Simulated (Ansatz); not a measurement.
Start from `COCC=O` and change one atom or group to get `CO[CH2][AlH][GaH2]`.

Ansatz, PBE0-D4/def2-TZVP geometries, multiplicity 1. Each molecule was computed in one conformer, which needn't be the lowest. `CO[CH2][AlH][GaH2]` holds a close contact that its SMILES doesn't draw: Ga···O 2.22 Å.

Scalar relativity is left out up to krypton.

| property | `COCC=O` |
| --- | --- |
| LUMO energy (PBE0/def2-TZVPP) / eV | -1.00 |
| size of the dipole moment (PBE/def2-TZVPP) / D | 2.00 |
| LUMO energy (B3LYP/def2-TZVPP) / eV | -1.30 |
| LUMO energy (PBE/def2-TZVPP) / eV | -2.20 |
| size of the dipole moment (B3LYP/def2-TZVPP) / D | 2.11 |
| HOMO energy (PBE/def2-TZVPP) / eV | -5.76 |

(1) Give the same properties after the change, and the shifts. (An estimate is asked.)

Results:

(1) The calculation gave: 
```csv
property,`CO[CH2][AlH][GaH2]`,shift
LUMO energy (PBE0/def2-TZVPP) / eV,-1.53,-0.53
size of the dipole moment (PBE/def2-TZVPP) / D,2.79,0.79
LUMO energy (B3LYP/def2-TZVPP) / eV,-1.71,-0.41
LUMO energy (PBE/def2-TZVPP) / eV,-2.28,-0.08
size of the dipole moment (B3LYP/def2-TZVPP) / D,2.81,0.70
HOMO energy (PBE/def2-TZVPP) / eV,-5.20,0.56
```

With PBE0 the HOMO rises by 1.15 eV and the LUMO falls by 0.53 eV, so the gap narrows by about 1.68 eV. PBE moves the HOMO by 0.56 eV and ωB97M-V by 1.59 eV. The zero-point energy changes by 2.1 kJ/mol with +6 modes. Dipoles are sizes alone; their direction can turn.

B3LYP here is the variant with VWN-RPA as its local correlation; programs differ in this.

Positive LUMOs are unbound, so they and the gaps depend on the basis.
